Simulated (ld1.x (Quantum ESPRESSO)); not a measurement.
## Building the TM potential for sulfur (revPBE, non-relativistic).

| Item | Value |
| --- | --- |
| Element | sulfur |
| Generator | ld1.x (Quantum ESPRESSO) 7.5 |
| Type | norm-conserving Troullier–Martins (Kleinman–Bylander form) |
| Functional | revPBE |
| Relativity | non-relativistic |
| Frozen core | [Ne] |
| Valence charge | 6 |
| Reference configuration | 3s2 3p4 |
| Partial waves | 3p (bound): rc 1.10 bohr; 3d channel at 0.05 Ry: rc 1.50 bohr; 3s (bound): rc 1.50 bohr |
| Local potential | the s channel |
| Core correction | Bessel-smoothed model core, default radius (core density twice the valence density) |

All-electron outer shells of the reference configuration (revPBE, non-relativistic, ld1.x):

```tsv
shell	level (eV)	outermost node (bohr)	outermost maximum (bohr)
2p	-156.44	–	0.33
3s	-17.12	0.60	1.42
3p	-6.99	0.58	1.61
```

**Question.** Estimate the cutoffs (Ry, on a coarse ladder) from which the occupation-weighted sum of valence levels, in a spherical-Bessel basis at the reference potential, stays within 10 and 1 mRy of its value at 400 Ry.

**Answer.** 90 Ry and 160 Ry.

**Question.** What does a ghost test show?

**Answer.** No extra level below or beside the all-electron valence levels (p, d, s, f tested).

**Question.** Which valence shell sets the plane-wave cutoff?

**Answer.** 3p: its level needs 100 Ry to come within 1 mRy, against 50 Ry for 3s.

**Question.** Tests: 3s2 3p3; 3s2 3p2; 3s2 3p1; 3s2 3p0; 3s2 3p4.3; 3s0 3p6; 3s1 3p5. Which has the largest error in its energy relative to the reference configuration, and how large is it?

**Answer.** 3s2 3p0, with +131 meV (all-electron minus pseudo) on +114.80 eV.
